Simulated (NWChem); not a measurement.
System meant: C$_{3}$H$_{3}$BF$_{2}$; SMILES CC#CB(F)F

NWChem input:

```
start job
memory heap 200 mb stack 900 mb global 1100 mb
geometry units angstroms noautoz
  C     -2.950490    -0.152294    -0.503675
  C     -1.524099    -0.077789    -0.258750
  C     -0.324285    -0.017253    -0.056314
  B      1.170901     0.060674     0.199850
  F      1.821834     1.207185     0.142908
  F      1.878487    -1.014621     0.490473
  H     -3.445185    -0.790800     0.244557
  H     -3.145970    -0.586533    -1.496737
  H     -3.414791     0.845214    -0.469712
end
basis spherical
  * library def2-svp
end
dft
  odft
  mult 2
  xc b3lyp
  iterations 150
  mulliken
end
task dft energy
```

End of the output:

```
 Summary of "ao basis" -> "" (spherical)
 ------------------------------------------------------------------------------
       Tag                 Description            Shells   Functions and Types
 ---------------- ------------------------------  ------  ---------------------
 *                          def2-svp                  on all atoms

                                 NWChem DFT Module
                                 -----------------

 Summary of "ao basis" -> "ao basis" (spherical)
 ------------------------------------------------------------------------------
       Tag                 Description            Shells   Functions and Types
 ---------------- ------------------------------  ------  ---------------------
 C                          def2-svp                 6       14   3s2p1d
 B                          def2-svp                 6       14   3s2p1d
 F                          def2-svp                 6       14   3s2p1d
 H                          def2-svp                 3        5   2s1p

 Summary of "ao basis" -> "ao basis" (spherical)
 ------------------------------------------------------------------------------
       Tag                 Description            Shells   Functions and Types
 ---------------- ------------------------------  ------  ---------------------
 C                          def2-svp                 6       14   3s2p1d
 B                          def2-svp                 6       14   3s2p1d
 F                          def2-svp                 6       14   3s2p1d
 H                          def2-svp                 3        5   2s1p

  number of electrons :                   44
  multiplicity        :                    2
 ------------------------------------------------------------------------
  no. of electrons and multiplicity not compatible                  44
 ------------------------------------------------------------------------
 ------------------------------------------------------------------------
  current input line :
    24: task dft energy
 ------------------------------------------------------------------------
 ------------------------------------------------------------------------
 There is an error in the input file
 ------------------------------------------------------------------------
 For more information see the NWChem manual at https://nwchemgit.github.io

0: no. of electrons and multiplicity not compatible:Received an Error in Communication
```

Question: What is wrong, and how is it mended?

Answer: The program refused the input. Cause: the multiplicity doesn't fit the number of electrons (an even count wants an odd multiplicity, and the reverse). This input runs:
```
start job
memory heap 200 mb stack 900 mb global 1100 mb
geometry units angstroms noautoz
  C     -2.950490    -0.152294    -0.503675
  C     -1.524099    -0.077789    -0.258750
  C     -0.324285    -0.017253    -0.056314
  B      1.170901     0.060674     0.199850
  F      1.821834     1.207185     0.142908
  F      1.878487    -1.014621     0.490473
  H     -3.445185    -0.790800     0.244557
  H     -3.145970    -0.586533    -1.496737
  H     -3.414791     0.845214    -0.469712
end
basis spherical
  * library def2-svp
end
dft
  xc b3lyp
  iterations 150
  mulliken
end
task dft energy
```
It converges to -340.48743 Ha (B3LYP/def2-SVP).
